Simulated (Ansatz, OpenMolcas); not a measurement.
# A small benchmark: dipole moment

7 molecules with halogens; the dipole moment in D, computed less measured. Shapes, held fixed at every level: PBE0-D4/def2-TZVP. No vibrational averaging. Dipoles are compared by magnitude; molecules under 1 D, whose direction can flip, are left out. Programs: Ansatz 0.2.0, OpenMolcas 26.06. A level may come from different programs for different species; with the same settings they agree closely. Measured values: NIST CCCBDB.

Levels: A = HF/STO-3G; B = BLYP/aug-cc-pVDZ; C = M06-2X/aug-cc-pVDZ; D = wB97M-V/def2-TZVPP.

```tsv
molecule	measured	A	B	C	D
CH2Cl2 (dichloromethane)	1.60	+0.58	+0.01	+0.10	+0.03
CH2ClF (chlorofluoromethane)	1.82	+0.27	-0.08	+0.05	-0.04
CH2F2 (difluoromethane)	1.97	-0.70	-0.16	0.00	-0.11
CHBrF2 (bromodifluoromethane)	1.50	-0.16	-0.18	-0.05	-0.13
C2H2F2 (SMILES C=C(F)F)	1.38	-0.77	-0.26	-0.05	-0.24
C2H3Br (SMILES C=CBr)	1.42	-0.02	-0.07	+0.14	+0.05
C2H5F (SMILES CCF)	1.96	-0.73	-0.11	-0.01	-0.09
```

Q: Which level does best on this set, which worst, and which err to one side?

A: 
```
             level                    kind  mean error  mean absolute error  worst case
         HF/STO-3G            Hartree–Fock      -0.219                0.461      C2H2F2
  BLYP/aug-cc-pVDZ                     GGA      -0.121                0.124      C2H2F2
M06-2X/aug-cc-pVDZ           global hybrid      +0.026                0.057      C2H3Br
wB97M-V/def2-TZVPP  range-separated hybrid      -0.076                0.099      C2H2F2
```

On this set M06-2X/aug-cc-pVDZ has the smallest mean absolute error and HF/STO-3G the largest. HF/STO-3G is too low in 5 of 7; BLYP/aug-cc-pVDZ is too low in 6 of 7; wB97M-V/def2-TZVPP is too low in 5 of 7. Relativity is left out for Br. The set is small.
